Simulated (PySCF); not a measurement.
Radial density of Al⁺ (aluminium, charge +1)

TPSS, [Ne] 3s2, closed-shell 1S. Computed with PySCF 2.14 in dyall-av3z (19s12p3d2f, 84 functions), with scalar relativity by spin-free X2C-1e.

```tsv
r (bohr)	4πr²ρ (e/bohr)
0.00224	0.09381
0.00377	0.2487
0.00635	0.6432
0.0107	1.595
0.0180	3.679
0.0302	7.492
0.0508	12.38
0.0854	14.57
0.144	10.88
0.242	8.743
0.407	12.52
0.684	8.958
1.15	2.136
1.93	1.061
3.25	0.4306
5.47	0.01649
9.21	3.854e-05
```

Densities and radii are taken from the X2C orbitals without a picture-change correction, which distorts them close to the nucleus.
